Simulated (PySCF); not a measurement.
Input of a run (PBE0-D3(BJ)/def2-SVP geometry optimisation, gas phase, def2 core potentials past Kr (PySCF 2.14.0)), started from GFN2-xTB:
```
{"job": {"xc": "PBE0", "basis": "def2-SVP", "d3": "d3bj", "grid": 1, "maxiter": 30, "shake": 0.01, "kind": "geom"}, "charge": 0, "multiplicity": 1}
C     -1.697580     0.550720    -0.354810
O     -0.523400     0.235530     0.299220
B      0.378800    -0.596620    -0.154410
Sb     2.093940    -0.895190     1.275570
H     -1.743850     1.651030    -0.517410
H     -2.561290     0.290910     0.274020
H     -1.788160     0.068730    -1.324450
H      0.308600    -1.175000    -1.167970
H      3.266000    -0.893030     0.121680
H      2.317360     0.741980     1.527500
```

Output (energies in Eh, forces in Eh/bohr):
```
step   0  E = -381.77555623  max force = 0.028749
step   1  E = -381.77968466  max force = 0.011170
step   2  E = -381.78116695  max force = 0.002009
step   3  E = -381.78121285  max force = 0.000393
step   4  E = -381.78122792  max force = 0.000500
step   5  E = -381.78123502  max force = 0.000347
optimisation converged
```

Q: Summarise the run.

A: The energy falls by 3.6 kcal/mol over 6 energy and gradient evaluations, the largest force component goes from 0.0287 to 3.5e-04 Eh/bohr, and the atoms move by 0.092 Å rms after alignment. The bond that changes most is Sb4–H9 (ends: antimony bonded to B and 2 H; hydrogen on antimony), which lengthens by 0.070 Å. Bonds longer at the end by more than 0.005 Å: 6 of 9; shorter: 1. Among the angles that change most is O2–B3–Sb4, from 112.9° to 118.3°. The energy never rose by more than 1e-6 Eh on the way. The first step brought 73 % of the lowering.

Q: What are the final bond lengths?

A: C1–O2 1.409 Å, O2–B3 1.337 Å, B3–Sb4 2.255 Å, C1–H5 1.100 Å, C1–H6 1.100 Å, C1–H7 1.102 Å, B3–H8 1.217 Å, Sb4–H9 1.715 Å, Sb4–H10 1.713 Å. Numbering counts from 1 in the input's order; the species is `CO[BH][SbH2]`.

The run used 98 basis functions and 42 SCF cycles in all. The run took 18 s on one thread, Arm Neoverse V2 (aarch64) (shared host), and the process peaked at 0.46 GiB of memory.

Stationary, but not proved a minimum. One conformer, not necessarily the lowest.

Conformer computed: `[CH3:1][O:2][BH:3][SbH2:4]`: C1–O2–B3–Sb4 -176°.
